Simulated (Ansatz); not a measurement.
A nudged elastic band was laid between two geometries of CH4O + H4Sn (11 atoms, charge 0, multiplicity 1).

These are results of RKS B3LYP/def2-SVP in Ansatz 0.2.0, not measurements.

| Quantity | Value |
| --- | --- |
| movable images | 5 |
| climbing image | yes |
| spring | 5.0 eV/Å² |
| optimiser | quadratic models (default) |
| start path | through a guess of the saddle point |
| force threshold | 0.05 eV/Å |
| iteration limit | 60 |
| end points | relaxed |

Initial state:

```xyz
11
Properties=species:S:1:pos:R:3
Sn -1.473 1.060 -1.138
H -1.450 -0.501 -1.857
H -2.867 1.880 -1.748
H -1.651 0.936 0.565
H -0.085 1.970 -1.559
H 0.815 -1.510 -0.451
O 1.010 -0.639 -0.082
C 1.351 -0.786 1.280
H 2.263 -1.397 1.426
H 0.535 -1.230 1.884
H 1.553 0.219 1.681
```

Final state:

```xyz
11
Properties=species:S:1:pos:R:3
Sn -1.021 1.472 -0.275
H 0.015 -2.862 -1.772
H -1.845 1.280 -1.762
H -2.075 1.467 1.087
H 0.032 2.836 -0.254
H 0.011 -2.183 -1.421
O 0.121 -0.179 -0.166
C 0.996 -0.396 0.913
H 1.497 -1.369 0.765
H 0.479 -0.440 1.894
H 1.790 0.375 0.990
```

Which bonds break or form, and what moves?

Bonds broken: Sn1–H2, H6–O7. Bonds formed: Sn1–O7, H2–H6. CH4O + H4Sn becomes CH6OSn + H2.

Give the energies along the band, and the barrier.

It converged. The highest image is number 3 of 0 to 6, 35.7 kcal/mol above the first end and 29.7 kcal/mol above the last; the last end lies 6.1 kcal/mol above the first. Neighbouring images differ by up to 1.3 eV, so the band resolves the path poorly. A vibrational analysis at the climbing image gives one clearly imaginary mode, 1308i cm⁻¹: a first-order saddle point. The orbitals stay closed-shell, which can raise the energy where a bond breaks towards radicals; this wasn't checked here.

```csv
image,path coordinate (Å),energy (kcal/mol),Sn1–H2 (Å),H6–O7 (Å),Sn1–O7 (Å)
0,0.00,0.0,1.72,0.97,3.19
1,1.65,0.1,1.72,0.97,3.14
2,3.30,4.8,1.72,0.97,2.92
3,4.95,35.7,2.12,1.21,2.20
4,6.43,7.7,3.29,2.19,2.01
5,7.90,6.3,4.25,2.41,2.01
6,9.38,6.1,4.70,2.37,2.01
```

What is the geometry of the highest image?


```xyz
11
Properties=species:S:1:pos:R:3:forces:R:3
Sn -1.099 0.951 -0.677 -0.01 0.01 0.00
H -1.372 -1.137 -0.958 0.00 0.00 0.00
H -1.287 1.227 -2.361 0.00 0.00 0.00
H -2.550 0.948 0.248 0.00 0.00 0.00
H -0.081 2.198 -0.027 0.00 0.00 0.00
H -0.425 -1.175 -0.534 0.00 -0.01 0.00
O 0.499 -0.482 -0.188 0.03 0.00 0.01
C 1.391 -0.612 0.904 -0.03 0.00 -0.03
H 2.252 -1.239 0.618 0.00 0.00 0.00
H 0.899 -1.063 1.785 0.00 0.00 0.01
H 1.773 0.382 1.191 0.01 0.00 0.01
```

The band took 20 iterations and of the order of 9 core-minutes.

Time of the run: 4.7 min on 2 threads of Intel(R) Xeon(R) Platinum 8175M CPU @ 2.50GHz (Skylake/Cascade Lake) (shared host), peak memory 0.23 GiB.
